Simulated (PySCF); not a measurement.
## O (oxygen, neutral): UHF calculation

Configuration: [He] 2s1 2p5, 2s spin antiparallel (an excited configuration). Computed with PySCF 2.14 in def2-TZVPPD, with no relativity, point nucleus.

```json
{"Total energy": "-74.030970 hartree", "One-electron energy": "-102.3449 hartree", "Hartree (Coulomb) energy": "36.1776 hartree", "Exchange energy": "-7.8636 hartree", "Kinetic energy": "74.00691 hartree", "⟨S²⟩": "1.0132", "⟨L²⟩": "2.017", "Sum of ⟨r⟩": "7.822 bohr", "Sum of ⟨r²⟩": "12.08 bohr²", "Traceless quadrupole moment −½Σ⟨3z² − r²⟩ along its main axis": "0.896 e·bohr²", "Density at the nucleus (Gaussians lack the cusp)": "295 bohr⁻³", "Spin density at the nucleus": "-9.16 bohr⁻³", "Langevin diamagnetic susceptibility": "-9.56 ×10⁻⁶ cm³/mol"}
```

| shell | electrons | mean orbital energy (hartree) | spread (hartree) | rms radius, mean of both spins (bohr) |
| --- | --- | --- | --- | --- |
| 1s β | 1 | -20.76816 | 0 | 0.231 |
| 1s α | 1 | -20.70748 | 0 | 0.231 |
| 2s β | 1 | -1.30913 | 0 | 1.24 |
| 2p β | 2 | -0.65827 | 0 | 1.44 |
| 2p α | 3 | -0.53858 | 0.10150 | 1.44 |

With the s spin flipped the determinant is a mixture of two multiplicities, not a spectroscopic state.

Spin-orbit constants ζ (cm⁻¹) from the X2C one-electron operator on these orbitals (non-relativistic here): bare nucleus, nucleus screened by l(l+1)(2l+1)/3 electrons, and screened by the Breit-Pauli mean field of the electrons.

```json
{"shell": "2p", "bare": "229.3", "screened nucleus": "172.0", "mean field": "147.8"}
```
